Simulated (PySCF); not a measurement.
## Computed properties of Ga(PH2)3 (GaH₆P₃), SMILES [Ga]([PH2])([PH2])[PH2]

Ga(PH2)3 (GaH6P3), SMILES [PH2][Ga]([PH2])[PH2]. Coordinates come from a PBE0-D3(BJ)/def2-SVP optimisation. The structure was generated by enumeration; whether it is a known compound was not checked. One conformer was computed; it need not be the lowest. All values are computed for the isolated molecule unless a solvent is named; none is compared with measurement here.

**Structure.** The optimised structure has Cs symmetry. All 24 harmonic modes at PBE0-D3(BJ)/def2-SVP (PySCF) are real, so it is a minimum. With heavy atoms numbered as in [Ga:1]([PH2:2])([PH2:5])[PH2:8], the shortest bond between them is Ga1–P8 at 2.322 Å and the longest Ga1–P5 at 2.324 Å.

**Vibrations.** The strongest infrared lines (harmonic, unscaled, degenerate partners summed) lie at 2424 cm⁻¹ (57 km/mol, H 97 %), 2406 cm⁻¹ (53 km/mol, H 97 %), 2423 cm⁻¹ (45 km/mol, H 97 %). The softest mode is at 83 cm⁻¹ and the zero-point energy is 32.8 kcal/mol.

**Electronic structure.** M06-2X/def2-TZVP (PySCF) places the frontier levels at -7.96 and -0.92 eV, a gap of 7.04 eV, and gives a dipole moment of 0.60 D and a mean polarisability of 116.1 bohr³. PBE/def2-TZVP (PySCF) at the same geometry gives -6.05 and -2.27 eV, so its gap is 3.26 eV narrower. An orbital gap is neither the optical nor the fundamental gap.

**Excitations.** TDA-M06-2X/def2-SVPD (PySCF) has S1 at 4.55 eV (273 nm, f = 0.037, weak); the most intense of the 10 singlets computed lies at 5.64 eV (f = 0.12). T1 (TDA) is at 3.96 eV, 0.59 eV under S1. TDA-PBE/def2-SVPD (PySCF) puts S1 at 4.14 eV. No vertical singlet excitation falls in the visible range (under 3.1 eV).

**NMR.** GIAO shifts at PBE0/pcSseg-1 (PySCF) (non-relativistic, atoms alike by connectivity averaged): ¹H at 2.4 ppm against TMS.
